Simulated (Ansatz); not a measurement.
Consider the isomerisation: `[CH3][GeH]([OH])[TeH]` → `[GeH3][O]C[TeH]`.

Calculated with Ansatz (gas phase, PBE0-D4/def2-TZVP geometries, no zero-point term in ΔE). CCSD(T)/CBS adds triple-zeta CCSD(T) − MP2 to the extrapolated MP2 energy (def2 sets, frozen cores). DFT in def2-TZVPP. B3LYP here is the variant with VWN-RPA as its local correlation; programs differ in this. Elements past krypton have def2 core potentials. For Ge, Te outer-core shells are correlated without core-valence functions, which leaves a few kJ/mol of doubt a bond. Scalar relativity is left out up to krypton. One conformer a species, not always the lowest.

`[CH3][GeH]([OH])[TeH]`:

Cartesian coordinates in Å:
```
C 1.176 0.373 -0.798
Ge -0.287 0.408 0.471
O -1.746 0.524 -0.546
Te -0.404 -1.676 1.960
H 1.095 -0.515 -1.423
H 2.131 0.358 -0.272
H 1.122 1.261 -1.431
H -0.233 1.593 1.460
H -2.549 0.340 -0.054
H -0.306 -2.665 0.634
```

`[GeH3][O]C[TeH]`:

Cartesian coordinates in Å:
```
Ge -1.317 -0.603 -1.035
O -0.189 0.582 -0.306
C 0.516 0.194 0.827
Te 1.831 1.758 1.510
H -0.515 -1.855 -1.437
H -1.908 0.126 -2.242
H -2.384 -0.972 0.012
H 1.149 -0.683 0.658
H -0.134 -0.004 1.689
H 2.950 1.458 0.325
```

CCSD(T)/CBS gives +2.16 eV.

**Question.** Another level gave +2.16 eV. Which?
A. PBE0/def2-TZVPP
B. B3LYP/def2-TZVPP
C. MP2/def2-TZVPP
D. B2PLYP/def2-TZVPP

**Answer.** A. PBE0 2.16, B2PLYP 2.11, B3LYP 2.06, MP2/def2-TZVPP 2.24 eV.

Largest T1 diagnostic among the species: 0.012.

From PBE to PBE0 (25 % exact exchange), in def2-TZVPP and without D4, ΔE moves by +0.07 eV.
